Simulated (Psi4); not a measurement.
H9Si5, doublet, geometry from GFN2-xTB; CISD/STO-3G run with Psi4.

Psi4 was given this input:
```
memory 2 GB

molecule {
0 2
  Si    0.22496068    1.95440188   -0.01027980
  Si    1.88800118    0.44842216    0.55798722
  Si    0.94515537   -1.67383499    0.29088219
  Si   -1.27426537   -1.42182704   -0.36648372
  Si   -1.75058991    0.86157224   -0.51971999
  H     0.07045402    3.07203494    0.93982683
  H     2.47985432    0.61277713    1.89442217
  H     3.04627284    0.62184605   -0.33380809
  H     1.70712927   -2.45744605   -0.68791237
  H     1.04860490   -2.46514999    1.52306830
  H    -1.53179502   -2.08967682   -1.64724305
  H    -2.18526124   -2.09795509    0.56523578
  H    -2.18131473    1.21542148   -1.88215708
  H    -2.91961163    1.22586879    0.29516486
}

set basis sto-3g
set reference uhf

energy('cisd')
print_variables()
```

Output, abridged:

```
Traceback (most recent call last):
  File "psi4", line 375, in <module>
  File "<string>", line 35, in <module>
  File "site-packages/psi4/driver/driver.py", line 461, in energy
  File "site-packages/psi4/driver/task_planner.py", line 255, in task_planner
  File "site-packages/psi4/driver/driver_util.py", line 222, in negotiate_derivative_type
  File "site-packages/psi4/driver/driver_util.py", line 355, in highest_analytic_derivative_available

psi4.driver.p4util.exceptions.MissingMethodError: Method=cisd is not available for any derivative level under conditions CI_TYPE=CONV, REFERENCE=UHF, FREEZE_CORE=FALSE, QC_MODULE=(auto). See https://psicode.org/psi4manual/master/introduction.html#ss-cisd. Or did you mean? ccd ccsd cisdt cisdtq qcisd lccsd ci2 ci3 ci4 ci5 ci6 ci7 ci8 ci9 ci10 ci11 ci12 ci13 ci14 ci15 ci16 ci17 ci18 ci19 ci20 ci21 ci22 ci23 ci24 ci25 ci26 ci27 ci28 ci29 ci30 ci31 ci32 ci33 ci34 ci35 ci36 ci37 ci38 ci39 ci40 ci41 ci42 ci43 ci44 ci45 ci46 ci47 ci48 ci49 ci50 ci51 ci52 ci53 ci54 ci55 ci56 ci57 ci58 ci59 ci60 ci61 ci62 ci63 ci64 ci65 ci66 ci67 ci68 ci69 ci70 ci71 ci72 ci73 ci74 ci75 ci76 ci77 ci78 ci79 ci80 ci81 ci82 ci83 ci84 ci85 ci86 ci87 ci88 ci89 ci90 ci91 ci92 ci93 ci94 ci95 ci96 ci97 ci98

Printing out the relevant lines from the Psithon --> Python processed input file:
      H    -2.91961163    1.22586879    0.29516486
    """)
    core.IO.set_default_namespace("")
    core.set_global_option("BASIS", "sto-3g")
    core.set_global_option("REFERENCE", "uhf")
--> energy('cisd')
    print_variables()

!----------------------------------------------------------------------------------!
!                                                                                  !
!  Method=cisd is not available for any derivative level under conditions          !
!     CI_TYPE=CONV, REFERENCE=UHF, FREEZE_CORE=FALSE, QC_MODULE=(auto). See        !
!     https://psicode.org/psi4manual/master/introduction.html#ss-cisd. Or did you  !
!     mean? ccd ccsd cisdt cisdtq qcisd lccsd ci2 ci3 ci4 ci5 ci6 ci7 ci8 ci9 ci10 !
!     ci11 ci12 ci13 ci14 ci15 ci16 ci17 ci18 ci19 ci20 ci21 ci22 ci23 ci24 ci25   !
!     ci26 ci27 ci28 ci29 ci30 ci31 ci32 ci33 ci34 ci35 ci36 ci37 ci38 ci39 ci40   !
!     ci41 ci42 ci43 ci44 ci45 ci46 ci47 ci48 ci49 ci50 ci51 ci52 ci53 ci54 ci55   !
!     ci56 ci57 ci58 ci59 ci60 ci61 ci62 ci63 ci64 ci65 ci66 ci67 ci68 ci69 ci70   !
!     ci71 ci72 ci73 ci74 ci75 ci76 ci77 ci78 ci79 ci80 ci81 ci82 ci83 ci84 ci85   !
!     ci86 ci87 ci88 ci89 ci90 ci91 ci92 ci93 ci94 ci95 ci96 ci97 ci98             !
!                                                                                  !
!----------------------------------------------------------------------------------!
```

The program refused the input.
